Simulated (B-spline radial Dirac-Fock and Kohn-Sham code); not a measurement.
Run log: Mo²⁺

ΔSCF core binding energies without Breit or QED terms, calculated with an atomic code on a B-spline grid. Keys: rel is the Hamiltonian (dirac, or spin-free x2c and nr, where L3 and M5 stand for the whole 2p and 3d shells), method is hf or an exchange,correlation pair (spin-unpolarised, also for the hole states), nuc the nuclear model, radius_factor scales its radius, rmax is the box in bohr, h the logarithmic mesh step, order the B-spline order, points the quadrature points per cell, c_factor scales the speed of light, and damp, ndamp, maxit and tol steer the iteration. The run stops when the commutator error falls below 10·tol·max(1, Z/10), or the numerical noise floor, and the energy has settled to about 1e-8 Ha; the virial ratio is −V/T.

Input (task.json):

```json
{"items": [{"Z": 42, "q": 2, "cfg": [[1, 0, 2], [2, 0, 2], [2, 1, 6], [3, 0, 2], [3, 1, 6], [3, 2, 10], [4, 0, 2], [4, 1, 6], [4, 2, 4]], "A": 98, "rrms": 4.4091, "do": "settings", "holes": ["K", "L3", "M5"],
  "settings": [{"rel": "dirac", "method": "hf", "nuc": "fermi", "radius_factor": 1.0, "rmax": 45.0, "h": 0.3, "order": 4, "points": 10, "c_factor": 1.0, "maxit": 51, "damp": 0.5, "ndamp": 3, "tol": 1e-08}]}]}
```

Command: `python xray2_run.py task.json out`

Ground-state iterations:

```
iter   energy (Ha)        error
   1    -4041.42692168  1.49e+00
   2    -4045.09249801  2.55e-01
   3    -4046.31484751  6.39e-02
   4    -4046.40957851  1.69e-02
   5    -4046.41607741  9.30e-03
   6    -4046.41773556  1.43e-03
   7    -4046.41775691  1.23e-04
   8    -4046.41775729  5.54e-05
   9    -4046.41775733  1.61e-06
  10    -4046.41775733  1.57e-07
```

The ground state converged in 10 iterations, with total energy -4046.41776 Ha, virial ratio 1.96417 and highest orbital energy -26.13 eV. ΔSCF binding energies: K (1s) 20082.6 eV, L3 (2p3/2) 2554.0 eV, M5 (3d5/2) 255.9 eV.

Question: One setting is unsound. Which, and why?

Answer: order is too low for an accurate radial basis. With the default settings (Dirac Hartree-Fock): The ground state converged in 10 iterations, with total energy -4046.43191 Ha, virial ratio 1.96417 and highest orbital energy -26.12 eV. ΔSCF binding energies: K (1s) 20082.6 eV, L3 (2p3/2) 2554.0 eV, M5 (3d5/2) 255.9 eV.
